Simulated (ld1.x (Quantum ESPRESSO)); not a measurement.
## Reading a pseudo-wave (C (Z = 6))

Columns: radius, all-electron u(r) and pseudo u(r) of the 2s shell (level -13.64 eV) of carbon in the configuration [He] 2s2 2p2; LDA (PZ), scalar-relativistic, RRKJ scheme, ld1.x (Quantum ESPRESSO) 7.5.

```csv
r (bohr),all-electron,pseudo
0.105,0.3375,-0.0578
0.210,0.3032,-0.1202
0.315,0.1279,-0.1919
0.420,-0.0833,-0.2770
0.525,-0.2834,-0.3766
0.630,-0.4532,-0.4862
0.735,-0.5872,-0.5944
0.840,-0.6860,-0.6867
0.945,-0.7534,-0.7534
1.050,-0.7940,-0.7940
1.155,-0.8127,-0.8127
1.260,-0.8140,-0.8140
1.365,-0.8020,-0.8020
1.470,-0.7801,-0.7801
1.575,-0.7510,-0.7510
1.680,-0.7170,-0.7170
1.785,-0.6799,-0.6799
1.890,-0.6410,-0.6410
1.995,-0.6014,-0.6014
2.100,-0.5620,-0.5620
2.205,-0.5233,-0.5233
2.310,-0.4859,-0.4859
2.415,-0.4499,-0.4499
2.520,-0.4156,-0.4156
2.625,-0.3831,-0.3831
2.730,-0.3526,-0.3526
```

Task: How many radial nodes do the two functions have?

Result: The all-electron 2s function has n − l − 1 = 1; the pseudo-wave has 0, since the states of the same l below it are removed with the core.

Task: At about which radius was the pseudo-wave matched?

Result: 1.00 bohr, where the columns begin to agree (steps of 0.10 bohr).

Task: Is the pseudo-wave norm-conserving?

Result: Yes: the RRKJ scheme keeps the norm inside the radius equal to the all-electron one, which fixes the energy derivative of the logarithmic derivative at the level.
